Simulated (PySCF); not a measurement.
A species of formula C4H6OSi has this rotational fingerprint, computed with B3LYP/def2-SVPD in PySCF (dipole) on a GFN2-xTB geometry, gas phase:

| Quantity | Value |
| --- | --- |
| Rotational constants | A = 8662, B = 1899, C = 1586 MHz |
| Dipole components | \|μa\| = 0.04 D, \|μb\| = 0.38 D, \|μc\| = 0.01 D |
| Inertial defect | -5.77 u·Å² |
| κ | -0.91 |

**Question.** Which structure is it? (One computed conformer of each.)
A. `[SiH3]C1=COC=C1`
B. `[O:1]=[CH:2][C:3]1([SiH3:4])[CH:5]=[CH:6]1` with O1–C2–C3–Si4 -1°

**Answer.** A. It is [SiH3]c1ccoc1, a near-prolate asymmetric top. The candidates at the same level (rigid rotor, commonest isotopes):

```json
{"SMILES": "[SiH3]c1ccoc1", "A (MHz)": "8662", "B (MHz)": "1899", "C (MHz)": "1586", "μa (D)": "0.04", "μb (D)": "0.38", "μc (D)": "0.01", "Δ (u·Å²)": "-5.77", "point group": "near Cs", "rotor": "near-prolate asymmetric top"}
{"SMILES": "O=CC1([SiH3])C=C1", "A (MHz)": "3574", "B (MHz)": "2999", "C (MHz)": "1845", "μa (D)": "3.70", "μb (D)": "0.33", "μc (D)": "0.02", "Δ (u·Å²)": "-36.00", "point group": "near Cs", "rotor": "asymmetric top"}
```

`O=CC1([SiH3])C=C1` has A 59 % too low. No structure here is proved a minimum.
